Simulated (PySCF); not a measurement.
AlF2H4NO2Si, SMILES [OH][Al]([OH])[NH][SiH](F)F.

Geometry: B3LYP-D3(BJ)/def2-SVP. The structure was generated by enumeration; whether it is a known compound was not checked. Other conformers were not sampled.

Two levels are set side by side: PBE/def2-TZVP (PySCF) and B3LYP/def2-TZVP (PySCF). Same geometry, gas phase. Differences are taken from unrounded values.

```csv
quantity,B3LYP
orbital gap (eV),7.23
highest occupied level (eV),-8.20
lowest empty level (eV),-0.97
dipole moment (D),3.35
mean polarisability (bohr³),56.3
```

What does PBE give, and how far is it from B3LYP? (An estimate is asked for; the answer gives what the named calculation found.)


```
quantity                       PBE  PBE minus B3LYP
---------------------------  -----  ---------------
orbital gap (eV)              5.50            -1.73
highest occupied level (eV)  -6.99             1.21
lowest empty level (eV)      -1.49            -0.52
dipole moment (D)             3.27            -0.07
mean polarisability (bohr³)   59.9              3.6
```

Without exact exchange PBE keeps part of each electron's self-repulsion, which lifts occupied levels and narrows the gap. Loosely held outer electrons make PBE densities more polarisable. Differences between two approximate levels are no errors against the true value.

Rough cost on one machine, each run with all the roots and properties that it gave: B3LYP against PBE within a factor of 2.
